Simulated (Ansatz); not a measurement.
Computed with Ansatz on PBE0-D4/def2-TZVP structures; ΔE is electronic, products minus reactants. CCSD(T)/CBS is the MP2 limit (def2-TZVPP, def2-QZVPP) plus CCSD(T) − MP2 in def2-TZVPP, frozen cores. Functionals use def2-TZVPP. One conformer a species, not always the lowest.

Reaction (isomerisation): `CC(=N)[SiH3]` → `CC[Si]N`

`CC(=N)[SiH3]`:

Cartesian coordinates in Å:
```
C 0.026 -0.801 -1.319
C 0.519 0.006 -0.157
N 1.757 0.292 -0.091
Si -0.741 0.559 1.154
H -0.444 -1.727 -0.971
H 0.855 -1.044 -1.986
H -0.738 -0.249 -1.874
H 1.970 0.843 0.742
H -0.010 1.332 2.192
H -1.401 -0.622 1.772
H -1.794 1.409 0.537
```

`CC[Si]N`:

Z-matrix (Å, degrees):
```
C
C 1 1.521
H 1 1.094 2 111.6
H 1 1.093 2 112.1 3 119.8
H 1 1.094 2 111.6 3 -120.3
Si 2 1.913 1 120.9 3 60.2
H 2 1.100 1 110.6 3 -62.8
H 2 1.100 1 110.6 3 -176.8
N 6 1.708 2 100.1 1 0.0
H 9 1.008 6 121.5 2 -180.0
H 9 1.010 6 126.4 2 -0.0
```

| level | ΔE (kJ/mol) |
| --- | --- |
| PBE-QIDH | -76.6 |
| BLYP | -63.6 |

Task: What does CCSD(T)/CBS give? (Estimate.)

Result: Computed: -75.3 kJ/mol. The listed levels differ from it by -1.3, 11.7 kJ/mol.

Task: What do rigid-rotor, harmonic-oscillator terms from PBE0-D4/def2-TZVP frequencies (298.15 K, 1 bar) make of the CCSD(T)/CBS value? (Estimate.)

Result: The calculation gave: ΔZPE = +21.0 kJ/mol, ΔH = -54.7 kJ/mol, ΔS = -3 J/(mol·K), ΔG = -53.8 kJ/mol.

Largest T1 diagnostic among the species: 0.013.

From BLYP to BHLYP (50 % exact exchange), in def2-TZVPP and without D4, ΔE moves by −7.0 kJ/mol. At CCSD(T), def2-SVP lies +18.3 kJ/mol from the extrapolated value and def2-TZVPP +3.9 kJ/mol.
